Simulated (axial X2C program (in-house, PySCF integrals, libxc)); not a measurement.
# Cu₂: from the spin-free to the two-component result

All values were computed with an in-house relativistic program for diatomic molecules. Spin-free means the one-electron spin-free X2C Hamiltonian; two-component (2c) means X2C with spin–orbit coupling and atomic mean-field two-electron Coulomb and Gaunt terms, so the difference of the two also holds small scalar two-electron terms. Basis: Cu dyall-cv3z [9s9p6d3f2g] (cores contracted in-house); Gaussian nuclei, density fitting, unrestricted open shells. Masses: Cu 62.930 u.

Spin-free state: M_S = 0, Λ = 0 (closed shell); fragments Cu + Cu.

```tsv
level	Re (Å)	ωe (cm⁻¹)	De (eV)
PBE0	2.236	259.7	1.908
HF	2.400	196.6	n/a
MP2	2.196	282.3	1.939
CCSD(T)	2.215	265.3	n/a
M06	2.223	275.1	2.185
PW91	2.210	274.3	2.310
B3LYP	2.243	257.2	1.955
```

Correlated methods: 22 electrons correlated (number of frozen shells: Cu 3 s, 2 p), 298 virtual spin orbitals or spinors in MP2, 140 natural virtuals in coupled cluster.

Two-component determinant lowest at the distance of the search:

Ω = 0 (closed shell); fragments Cu + Cu.

| level | Re (Å) | ωe (cm⁻¹) | De (eV) |
| --- | --- | --- | --- |
| PBE0 | 2.237 | 259.5 | 1.906 |
| HF | 2.401 | 196.5 | n/a |
| MP2 | 2.197 | 281.9 | 1.936 |
| CCSD(T) | 2.216 | 264.9 | n/a |
| M06 | 2.224 | 274.9 | 2.183 |
| PW91 | 2.211 | 274.0 | 2.308 |
| B3LYP | 2.244 | 257.0 | 1.953 |

Question: From the two tables, how do the constants change at the CCSD(T) level (2c against spin-free)?

Answer: At the CCSD(T) level Re goes up by 0.001 Å and ωe drops by 0.4 cm⁻¹.

The state is one determinant whose occupation by symmetry is held fixed; it was picked as the lowest of a PBE0 search that is not exhaustive. The closed shell is kept restricted, so the energy runs too high when the bond is stretched far. Dissociation energies refer to the lowest single-determinant-based atoms at the same level and basis. De is not given where an atomic determinant may have missed its ground term or J level, or where the truncated virtual space spoils (T). Coupled cluster ran in a truncated set of natural virtual spinors; the MP2 energy of the rest was added. (T) has no such correction and the atoms are truncated less, which lowers De at CCSD(T) by a hundredth of an eV or more.
